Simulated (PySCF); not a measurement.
BFI2, SMILES FB(I)I. Atoms are numbered in the order given.

```xyz
4

B      0.0000     0.0000     0.8052
F      0.0000     0.0000     2.1139
I      0.0000     1.8615    -0.2175
I      0.0000    -1.8615    -0.2175
```

Geometry optimised at PBE0-D3(BJ)/def2-SVP. The def2 effective core potentials stand for the cores of I; spin–orbit coupling is left out.

All values below come from B3LYP/def2-TZVPD in PySCF.

Mulliken values depend strongly on the basis, most of all with diffuse functions as here. ESP charges are fitted to the potential on shells at 1.4 to 2.0 van der Waals radii. Atomic charges (e):

```json
[
 {"atom": "B1", "ESP fit": "0.11", "Mulliken": "0.30"},
 {"atom": "F2", "ESP fit": "-0.09", "Mulliken": "-0.19"},
 {"atom": "I3", "ESP fit": "-0.01", "Mulliken": "-0.05"},
 {"atom": "I4", "ESP fit": "-0.01", "Mulliken": "-0.05"}
]
```
